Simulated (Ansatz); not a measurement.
Ansatz (a quantum-chemistry and plane-wave program) input (RI-MP2/def2-QZVPPD):
A basis named .json is the Basis Set Exchange file of that set.

Ansatz 0.2 input:
```yaml
crystal:
  periodic: [false, false, false]
  atoms:
    - {symbol: Re, position_ang: [0.12185452, -0.16181673, 0.12575074]}
    - {symbol: O, position_ang: [1.71750234, -0.52288716, -0.35615445]}
    - {symbol: O, position_ang: [-0.64952823, -0.89532923, 1.45827635]}
    - {symbol: Cl, position_ang: [-1.04016951, 1.38129327, -1.07342826]}
basis:
  gaussian:
    orbitals: def2-QZVPPD.json
    fitting: {mean_field: def2-universal-jkfit, correlation: def2-QZVPPD-RIFIT.json}
magnetization: {spin_polarized: true, initial_magnetization: 2}
correlation: {method: mp2, electrons: outside_noble_gas}
```

Output:

```
Functional definition: HF
integrals: 0.46 GiB planned
509 factors; integrals over basis functions are off by at most 1.5e0 eV
mean field: 1.02 GiB planned
mean field evaluation 1: about -18681.3785 eV, gradient 5.2e1 eV
mean field evaluation 2: about -18666.9883 eV, gradient 8.7e1 eV
mean field evaluation 4: about -18691.5791 eV, gradient 1.7e0 eV
mean field evaluation 8: about -18691.6504 eV, gradient 3.7e-1 eV
mean field evaluation 16: about -18691.7313 eV, gradient 4.7e-2 eV
mean field evaluation 32: about -18688.5694 eV, gradient 3.3e0 eV
mean field evaluation 64: about -18689.0685 eV, gradient 3.4e0 eV
mean field evaluation 96: about -18691.6147 eV, gradient 8.9e-1 eV
mean field -18691.73152313 eV, -686.9084637643 hartree, gradient 6.9e-6 eV, S^2 2.371474; 10 other end points of the search recorded, 0 dependent functions left out
11 core orbitals not correlated
758 factors; their error is unknown
reference -18691.73152313 eV, -686.9084637643 hartree; 14, 12 occupied and 277, 279 virtual orbitals, 758 factors
second order -26.70904035 eV of doubles, -0.00000000 eV of singles
Total energy: -18718.44056347 eV, -687.8900028930 hartree
```

This is an excited triplet: at this geometry the singlet lies 0.14 eV lower at wB97M-V/def2-TZVPD.

The determinant is spin-contaminated: <S^2> is 2.37 against 2.00 for a pure state.
